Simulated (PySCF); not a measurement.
C3H6BFO, SMILES FB(CO)C=C. Geometry optimised at PBE-D3(BJ)/def2-SVP. The structure was generated by enumeration, and PubChem lists no compound with its InChIKey, so it may never have been made. The values are those of a single conformer.

Computed equilibrium geometry at PBE-D3(BJ)/def2-SVP (PySCF confirms it by a frequency run) as a Z-matrix (one conformer of several):
```
B
F 1 1.3492
C 1 1.5591 2 119.05
C 3 1.3523 1 122.55 2 -4.24
H 4 1.1038 3 122.81 1 179.74
H 4 1.1042 5 116.37 3 179.92
H 3 1.1048 4 118.95 5 0.20
C 1 1.5812 2 117.39 3 179.73
H 8 1.1166 1 106.71 2 -67.29
H 8 1.1225 9 103.44 1 -116.21
O 8 1.4261 9 106.70 10 -119.15
H 11 0.9738 8 106.84 9 -176.77
```
Charge 0, spin multiplicity 1.
